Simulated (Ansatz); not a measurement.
Cost and result for the atomization energy of BFH$_{4}$O$_{2}$Si, SMILES `B[Si](O)(O)F` (9 atoms, 8 bonds).

```xyz
9

B     1.048   -1.138   -0.529
Si   -0.219    0.343   -0.062
O    -0.324    0.698    1.535
O    -1.729    0.000   -0.558
F     0.338    1.648   -0.812
H     0.779   -1.984   -1.327
H     2.127   -1.187   -0.014
H     0.433    1.108    1.956
H    -2.452    0.511   -0.188
```

Charge 0, multiplicity 1. Geometry: relaxed with PBE0-D4/def2-TZVP. It is one conformer, not always the lowest. Program: Ansatz. All runs use 2 threads of an Arm Neoverse V2 on a shared host. Times are those of one run each, without the atoms' runs, and a repeat can differ threefold. Electronic energies, without spin–orbit coupling; frozen cores. CCSD(T)/CBS adds CCSD(T) − MP2 in def2-TZVPP to the MP2 limit, and its time is that of the two runs behind it. T1 = 0.012. B3LYP takes the VWN-RPA correlation (the form of Gaussian; ORCA's B3LYP/G).

CCSD(T)/CBS is a level of theory with its own doubt, some kJ/mol a heavy atom from the limit and from the frozen cores, so smaller differences don't rank the functionals.

```csv
level,functions,wall time
LDA (SPW92)/def2-TZVPP,222,1.5 s
revPBE-D4/def2-TZVPP,222,2.5 s
BLYP-D4/def2-TZVPP,222,3 s
PBE-D4/def2-TZVPP (with forces),222,3.2 s
CAM-B3LYP-D4/def2-TZVPP,222,3.9 s
B3LYP-D4/def2-TZVPP (with forces),222,5.5 s
CCSD(T)/def2-SVP,94,5.5 s
r2SCANh-D4/def2-TZVPP,222,6.5 s
B2PLYP/def2-TZVPP,222,6.5 s
ωB97X-V/def2-TZVPP,222,9 s
MP2/def2-QZVPP,418,23 s
CCSD(T)/def2-TZVPP,222,2.8 min
CCSD(T)/CBS(def2),–,3.1 min
```

**Question.** What atomization energy does each give, and how far from CCSD(T)/CBS? (Estimate.)

**Answer.** The calculation gave: 
| level | atomization (kJ/mol) | difference from CCSD(T)/CBS | per bond |
| --- | --- | --- | --- |
| LDA (SPW92)/def2-TZVPP | 3987.7 | 482.8 | 60.3 |
| revPBE-D4/def2-TZVPP | 3425.9 | -79.0 | -9.9 |
| BLYP-D4/def2-TZVPP | 3479.7 | -25.2 | -3.2 |
| PBE-D4/def2-TZVPP (with forces) | 3524.9 | 20.0 | 2.5 |
| CAM-B3LYP-D4/def2-TZVPP | 3510.9 | 6.0 | 0.7 |
| B3LYP-D4/def2-TZVPP (with forces) | 3475.7 | -29.2 | -3.7 |
| CCSD(T)/def2-SVP | 3209.8 | -295.1 | -36.9 |
| r2SCANh-D4/def2-TZVPP | 3469.9 | -35.0 | -4.4 |
| B2PLYP/def2-TZVPP | 3457.1 | -47.8 | -6.0 |
| ωB97X-V/def2-TZVPP | 3498.1 | -6.8 | -0.9 |
| MP2/def2-QZVPP | 3568.1 | 63.2 | 7.9 |
| CCSD(T)/def2-TZVPP | 3400.0 | -104.9 | -13.1 |
| CCSD(T)/CBS(def2) | 3504.9 | 0.0 | 0.0 |

From BLYP to BHLYP (50 % exact exchange), in def2-TZVPP and without D4, the atomization energy moves by −96.5 kJ/mol: exact exchange takes away binding that semilocal exchange gives to molecules. The D4 term adds +26.8 kJ/mol with B3LYP and +13.9 kJ/mol with PBE0; it sums over pairs of atoms, weighted by their polarisabilities, and B3LYP, whose exchange is more repulsive, gets the larger term. In def2-TZVPP, CCSD(T) changes the Hartree–Fock value by +835.9 kJ/mol (the triples alone add +48.0 kJ/mol) and MP2 by +940.6 kJ/mol; breaking electron pairs costs correlation energy, which Hartree–Fock lacks.
